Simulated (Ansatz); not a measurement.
Ansatz (a quantum-chemistry and plane-wave program) input:

Ansatz 0.2 input:
```yaml
crystal:
  periodic: [false, false, false]
  atoms:
    - {symbol: Fe, position_ang: [-0.00000000, -0.00000000, -0.05817560]}
    - {symbol: H, position_ang: [0.00000000, 0.00000000, 1.51256555]}
basis:
  gaussian:
    orbitals: def2-TZVPD
hamiltonian:
  xc: {name: CAM-B3LYP}
total_charge: 1
magnetization: {spin_polarized: true, initial_magnetization: 4}
```

Q: Which total energy does the run end on?

A: -1264.03462 Eh (CAM-B3LYP/def2-TZVPD). The basis has 57 functions.

This state (charge 1, quintet) is run at the relaxed geometry of the species with charge 0 and multiplicity 4.
